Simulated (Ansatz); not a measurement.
Program: Ansatz. Geometries: PBE0-D4/def2-TZVP. ΔE: electronic, gas phase. CCSD(T)/CBS adds triple-zeta CCSD(T) − MP2 to the extrapolated MP2 energy (def2 sets, frozen cores). This one scheme is used for every species. Functionals use def2-TZVPP. B3LYP here is the variant with VWN-RPA as its local correlation; programs differ in this. For Ga outer-core shells are correlated without core-valence functions, which leaves a few kJ/mol of doubt a bond. Scalar relativity is left out up to krypton. One conformer a species, not always the lowest.

Reaction (ligand exchange at a Ga–O bond): `[OH][Ga]([F])[SH]` + CH₃OH → `C[O][Ga]([F])[SH]` + H₂O

`[OH][Ga]([F])[SH]`:

Cartesian coordinates in Å:
```
O 0.249 -0.753 -1.275
Ga -0.018 -0.213 0.390
F -0.006 -1.445 1.633
S -0.353 1.858 0.938
H 0.381 -1.702 -1.343
H -0.253 2.256 -0.343
```

CH₃OH:

```xyz
6

C    -0.056    0.080   -0.342
O    -0.004    0.297    1.049
H    -0.398    1.010   -0.799
H    -0.762   -0.713   -0.616
H     0.927   -0.164   -0.764
H     0.293   -0.510    1.472
```

`C[O][Ga]([F])[SH]`:

```xyz
9

C    -0.033    1.057   -1.225
O    -0.576    0.092   -0.347
Ga    0.367   -0.675    0.930
F     2.040   -0.180    1.079
S    -0.445   -2.162    2.285
H     1.015    1.289   -1.013
H    -0.103    0.692   -2.255
H    -0.612    1.982   -1.148
H    -1.652   -2.096    1.694
```

H₂O:

```xyz
3

O     0.304   -0.037    0.240
H     0.305    0.316   -0.652
H    -0.609   -0.279    0.412
```

```
             level  ΔE (kJ/mol)  difference from CCSD(T)/CBS
            PBE-D4          4.4                          3.3
          B3LYP-D4          3.1                          2.0
           ωB97M-V          5.3                          4.2
               PBE          7.4                          6.3
            r2SCAN          5.5                          4.4
             B3LYP          7.8                          6.7
     HF/def2-TZVPP          8.8                          7.7
    MP2/def2-TZVPP          2.0                          0.9
SCS-MP2/def2-QZVPP          2.7                          1.6
    CCSD/CBS(def2)          2.2                          1.1
       CCSD(T)/CBS          1.1                            0
```

Largest T1 diagnostic among the species: 0.014.

The D4 term adds −4.8 kJ/mol with B3LYP and −2.7 kJ/mol with PBE0; it sums over pairs of atoms, weighted by their polarisabilities, and B3LYP, whose exchange is more repulsive, gets the larger term. In def2-TZVPP, CCSD(T) changes the Hartree–Fock value by −6.4 kJ/mol (the triples alone add −1.1 kJ/mol) and MP2 by −6.8 kJ/mol.
